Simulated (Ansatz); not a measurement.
Cost and result for the atomization energy of `CC1(F)[SiH2]C1=O` (11 atoms, 11 bonds).

```json
{"atom": "C1", "x (Å)": "-0.976", "y (Å)": "-1.004", "z (Å)": "-0.026"}
{"atom": "C2", "x (Å)": "-0.265", "y (Å)": "0.238", "z (Å)": "-0.515"}
{"atom": "F3", "x (Å)": "-0.989", "y (Å)": "0.882", "z (Å)": "-1.476"}
{"atom": "Si4", "x (Å)": "0.810", "y (Å)": "0.976", "z (Å)": "0.915"}
{"atom": "C5", "x (Å)": "1.197", "y (Å)": "0.048", "z (Å)": "-0.709"}
{"atom": "O6", "x (Å)": "1.959", "y (Å)": "-0.053", "z (Å)": "-1.618"}
{"atom": "H7", "x (Å)": "-1.933", "y (Å)": "-0.734", "z (Å)": "0.424"}
{"atom": "H8", "x (Å)": "-0.384", "y (Å)": "-1.543", "z (Å)": "0.717"}
{"atom": "H9", "x (Å)": "-1.149", "y (Å)": "-1.676", "z (Å)": "-0.871"}
{"atom": "H10", "x (Å)": "0.505", "y (Å)": "0.468", "z (Å)": "2.275"}
{"atom": "H11", "x (Å)": "1.226", "y (Å)": "2.397", "z (Å)": "0.884"}
```

The species carries charge 0 and has multiplicity 1. The structure was optimised at the PBE0-D4/def2-TZVP level. Program: Ansatz. All runs use 4 threads of an Arm Neoverse V1 on a shared host. Times are those of one run each, without the atoms' runs, and a repeat can differ threefold. Electronic energies, without spin–orbit coupling; frozen cores. CCSD(T)/CBS adds CCSD(T) − MP2 in def2-TZVPP to the MP2 limit, and its time is that of the two runs behind it. T1 = 0.016. B3LYP takes the VWN-RPA correlation (the form of Gaussian; ORCA's B3LYP/G).

CCSD(T)/CBS is a level of theory with its own doubt, some kJ/mol a heavy atom from the limit and from the frozen cores, so smaller differences don't rank the functionals.

```csv
level,functions,wall time
PBE-D4/def2-TZVPP (with forces),267,3.3 s
PBE0-D4/def2-TZVPP,267,4 s
B3LYP-D4/def2-TZVPP (with forces),267,6.5 s
r2SCAN-D4/def2-TZVPP (with forces),267,7 s
B2PLYP/def2-TZVPP,267,8 s
ωB97X-V/def2-TZVPP,267,10 s
ωB97M-V/def2-TZVPP (with forces),267,17 s
MP2/def2-QZVPP,505,39 s
CCSD(T)/def2-TZVPP,267,5.6 min
CCSD(T)/CBS(def2),–,6.2 min
```

Q: What atomization energy does each give, and how far from CCSD(T)/CBS? (Best estimate.)

A: Computed: 
```json
{"level": "PBE-D4/def2-TZVPP (with forces)", "atomization (kJ/mol)": "4417.4", "difference from CCSD(T)/CBS": "174.7", "per bond": "15.9"}
{"level": "PBE0-D4/def2-TZVPP", "atomization (kJ/mol)": "4285.5", "difference from CCSD(T)/CBS": "42.8", "per bond": "3.9"}
{"level": "B3LYP-D4/def2-TZVPP (with forces)", "atomization (kJ/mol)": "4248.1", "difference from CCSD(T)/CBS": "5.4", "per bond": "0.5"}
{"level": "r2SCAN-D4/def2-TZVPP (with forces)", "atomization (kJ/mol)": "4289.0", "difference from CCSD(T)/CBS": "46.3", "per bond": "4.2"}
{"level": "B2PLYP/def2-TZVPP", "atomization (kJ/mol)": "4203.8", "difference from CCSD(T)/CBS": "-38.9", "per bond": "-3.5"}
{"level": "ωB97X-V/def2-TZVPP", "atomization (kJ/mol)": "4267.1", "difference from CCSD(T)/CBS": "24.4", "per bond": "2.2"}
{"level": "ωB97M-V/def2-TZVPP (with forces)", "atomization (kJ/mol)": "4265.5", "difference from CCSD(T)/CBS": "22.8", "per bond": "2.1"}
{"level": "MP2/def2-QZVPP", "atomization (kJ/mol)": "4306.4", "difference from CCSD(T)/CBS": "63.7", "per bond": "5.8"}
{"level": "CCSD(T)/def2-TZVPP", "atomization (kJ/mol)": "4123.7", "difference from CCSD(T)/CBS": "-119.0", "per bond": "-10.8"}
{"level": "CCSD(T)/CBS(def2)", "atomization (kJ/mol)": "4242.7", "difference from CCSD(T)/CBS": "0.0", "per bond": "0.0"}
```

In def2-TZVPP, CCSD(T) changes the Hartree–Fock value by +1181.7 kJ/mol (the triples alone add +89.5 kJ/mol) and MP2 by +1293.8 kJ/mol; breaking electron pairs costs correlation energy, which Hartree–Fock lacks. From PBE to PBE0 (25 % exact exchange), in def2-TZVPP and without D4, the atomization energy moves by −128.2 kJ/mol: exact exchange takes away binding that semilocal exchange gives to molecules. The D4 term adds +38.3 kJ/mol with B3LYP and +20.0 kJ/mol with PBE0; it sums over pairs of atoms, weighted by their polarisabilities, and B3LYP, whose exchange is more repulsive, gets the larger term.
